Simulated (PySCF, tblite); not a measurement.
C₆H₁₁FO₂Si.
Cartesian coordinates in Å at the GFN2-xTB level; atoms count from 1:
```
atom  x, y, z in Å
C1    -1.1250    1.2799    2.3903
O2    -0.6568    0.5950    1.2578
C3    -0.1662   -0.6944    1.5578
C4     0.3175   -1.3445    0.3372
C5     0.5914   -1.3325   -0.9431
Si6    0.6225   -0.4485   -2.5724
F7     1.9839   -0.8002   -3.3406
O8     0.7694    1.1468   -2.4284
C9    -0.0206    2.0723   -1.7390
C10    0.8423   -2.6311   -0.1950
H11   -1.4844    2.2460    2.0421
H12   -0.3238    1.4307    3.1246
H13   -1.9471    0.7362    2.8724
H14    0.6582   -0.6290    2.2915
H15   -0.9635   -1.3101    2.0123
H16   -0.4679   -0.8714   -3.4401
H17    0.5290    3.0135   -1.7018
H18   -0.9660    2.2289   -2.2643
H19   -0.2309    1.7265   -0.7260
H20    0.1672   -3.4679   -0.3386
H21    1.8619   -2.9293    0.0207
```

Computed with PBE0/pcSseg-1 in PySCF (dipole) on a GFN2-xTB geometry, gas phase.

Masses are those of the commonest isotopes; rigid-rotor values at the optimised geometry. The values belong to one conformer with, in the numbering `[CH3:1][O:2][CH2:3][C:4]1=[C:5]([Si@H:6]([F:7])[O:8][CH3:9])[CH2:10]1`, C1–O2–C3–C4 -179°, O2–C3–C4–C5 5°, C4–C5–Si6–F7 140°, C5–Si6–O8–C9 -57°.

(1) What are A, B and C (cm⁻¹)?

(2) What kind of rotor is it?

(3) What does the inertial defect say?

(4) Which types of transition are allowed, and where do some lines up to J = 5 fall?

(5) Estimate the classical rotational partition function at 25 K, 200 K and 500 K.

## Answers

(1) Ia = 324.75, Ib = 714.54, Ic = 998.93 u·Å²; 505379 MHz·u·Å²/I gives 1556, 707.3 and 505.9 MHz, that is A = 0.05191, B = 0.02359, C = 0.01688 cm⁻¹.

(2) An asymmetric top. Ray's parameter κ = (2B − A − C)/(A − C) = -0.617; −1 is the prolate and +1 the oblate limit.

(3) Not planar: Δ = Ic − Ia − Ib = -40.36 u·Å². For a rigid frame Δ = −2 Σ m c², so Σ m c² = 20.18 u·Å² lies off the ab plane: 9.74 from hydrogen and 10.44 from heavier atoms. The atom farthest from that plane is 1.78 Å away.

(4) The dipole components are |μa| = 4.98 D, |μb| = 0.15 D, |μc| = 0.91 D. The squared components, which scale the intensities, stand as 1.00 : 0.00 : 0.03 (a : b : c). Some lines, for components of 0.1 D or more:

```json
{"type": "c", "branch": "Q", "J(Ka,Kc)": "4(1,4) ← 4(0,4)", "MHz": "302", "lower level (cm⁻¹)": "0.390"}
{"type": "a", "branch": "Q", "J(Ka,Kc)": "3(1,2) ← 3(1,3)", "MHz": "1205", "lower level (cm⁻¹)": "0.254"}
{"type": "b", "branch": "Q", "J(Ka,Kc)": "4(2,2) ← 4(1,3)", "MHz": "2345", "lower level (cm⁻¹)": "0.467"}
{"type": "a", "branch": "R", "J(Ka,Kc)": "3(0,3) ← 2(0,2)", "MHz": "3517", "lower level (cm⁻¹)": "0.120"}
{"type": "b", "branch": "R", "J(Ka,Kc)": "3(1,3) ← 2(0,2)", "MHz": "3998", "lower level (cm⁻¹)": "0.120"}
{"type": "c", "branch": "Q", "J(Ka,Kc)": "4(3,2) ← 4(2,2)", "MHz": "4414", "lower level (cm⁻¹)": "0.545"}
{"type": "b", "branch": "Q", "J(Ka,Kc)": "4(3,1) ← 4(2,2)", "MHz": "4436", "lower level (cm⁻¹)": "0.545"}
{"type": "a", "branch": "R", "J(Ka,Kc)": "4(3,1) ← 3(3,0)", "MHz": "4927", "lower level (cm⁻¹)": "0.529"}
{"type": "b", "branch": "R", "J(Ka,Kc)": "3(3,1) ← 2(2,0)", "MHz": "8374", "lower level (cm⁻¹)": "0.249"}
{"type": "c", "branch": "R", "J(Ka,Kc)": "4(3,2) ← 3(2,2)", "MHz": "9674", "lower level (cm⁻¹)": "0.370"}
{"type": "b", "branch": "R", "J(Ka,Kc)": "5(4,2) ← 4(3,1)", "MHz": "12713", "lower level (cm⁻¹)": "0.693"}
```

(5) Point group C1, symmetry number σ = 1; q = (√π/σ)·√((kT/h)³/(ABC)), k/h = 20836.6 MHz/K: 28200 at 25 K, 639000 at 200 K, 2530000 at 500 K.

Its GFN2-xTB frequencies are all real (lowest 22 cm⁻¹). These are rigid-rotor constants of the computed structure; measured ground-state constants (B0) also hold zero-point vibration. A rigid rotor knows nothing of internal rotation, which can split or shift real lines.
